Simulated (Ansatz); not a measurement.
One change: `[OH][AlH][Cl]` becomes `[OH][GaH][Cl]`.

Ansatz, PBE0-D4/def2-TZVP geometries, multiplicity 1. Each molecule was computed in one conformer, which needn't be the lowest.

Scalar relativity is left out up to krypton.

| property | `[OH][AlH][Cl]` |
| --- | --- |
| ideal-gas entropy at 298 K and 1 bar (rigid rotor, harmonic PBE0-D4/def2-TZVP) / J/(mol·K) | 289 |
| HOMO energy (B3LYP/def2-TZVPP) / eV | -8.84 |
| size of the dipole moment (B3LYP/def2-TZVPP) / D | 0.77 |
| HOMO–LUMO gap (PBE0/def2-TZVPP) / eV | 8.35 |
| LUMO energy (ωB97M-V/def2-TZVPP) / eV | 0.86 |
| HOMO–LUMO gap (PBE/def2-TZVPP) / eV | 6.15 |

Task: Give the same properties after the change, and the shifts. (Estimate.)

Result: Computed: 
```tsv
property	`[OH][GaH][Cl]`	shift
ideal-gas entropy at 298 K and 1 bar (rigid rotor, harmonic PBE0-D4/def2-TZVP) / J/(mol·K)	300	11
HOMO energy (B3LYP/def2-TZVPP) / eV	-8.67	0.17
size of the dipole moment (B3LYP/def2-TZVPP) / D	0.46	-0.31
HOMO–LUMO gap (PBE0/def2-TZVPP) / eV	7.81	-0.54
LUMO energy (ωB97M-V/def2-TZVPP) / eV	0.58	-0.28
HOMO–LUMO gap (PBE/def2-TZVPP) / eV	5.58	-0.57
```

With PBE0 the HOMO rises by 0.16 eV and the LUMO falls by 0.38 eV, so the gap narrows by about 0.54 eV. PBE moves the HOMO by 0.18 eV and ωB97M-V by 0.15 eV. Dipoles are sizes alone; their direction can turn.

B3LYP here is the variant with VWN-RPA as its local correlation; programs differ in this.
